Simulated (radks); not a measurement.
The caesium anion Cs-, [Xe] 6s2, held by a Watson sphere: a shell of charge +1 at radius R that stands for the Madelung well of a crystal (potential energy -1/R inside, -1/r outside, in hartree with lengths in bohr). Method: scalar-relativistic Kohn-Sham, LB94 model potential, spin-unpolarised, spherical densities, finite nucleus; Fermi nuclear charge, rms radius of each element as measured or else 0.836 A^(1/3) + 0.57 fm; computed with a radial shooting solver on a logarithmic mesh with Libxc functionals. Response by self-consistent Sternheimer equations with the Hartree and adiabatic LDA kernel, the relativistic mass of each level held fixed and spin-orbit coupling left out. The sphere does not respond.

R (bohr) = 3.15: e(5s) (eV) -32.903; e(5p) (eV) -19.275; e(6s) (eV) -5.711; <r> 6s (bohr) 4.617; sum of <r^2> (bohr^2) 98.57; X-ray form factor at sin(theta)/lambda = 0.1 1/angstrom 50.932; alpha (bohr^3) 210.7
R (bohr) = 3.25: e(5s) (eV) -32.735; e(5p) (eV) -19.109; e(6s) (eV) -5.691; <r> 6s (bohr) 4.635; sum of <r^2> (bohr^2) 99.00; X-ray form factor at sin(theta)/lambda = 0.1 1/angstrom 50.923; alpha (bohr^3) 213.5
R (bohr) = 4.4: e(5s) (eV) -31.412; e(5p) (eV) -17.781; e(6s) (eV) -5.294; <r> 6s (bohr) 4.916; sum of <r^2> (bohr^2) 105.3; X-ray form factor at sin(theta)/lambda = 0.1 1/angstrom 50.834; alpha (bohr^3) 269.1
R (bohr) = 4.46: e(5s) (eV) -31.365; e(5p) (eV) -17.734; e(6s) (eV) -5.268; <r> 6s (bohr) 4.932; sum of <r^2> (bohr^2) 105.6; X-ray form factor at sin(theta)/lambda = 0.1 1/angstrom 50.831; alpha (bohr^3) 272.9
R (bohr) = 5.75: e(5s) (eV) -30.630; e(5p) (eV) -16.986; e(6s) (eV) -4.713; <r> 6s (bohr) 5.259; sum of <r^2> (bohr^2) 113.4; X-ray form factor at sin(theta)/lambda = 0.1 1/angstrom 50.775; alpha (bohr^3) 366.3
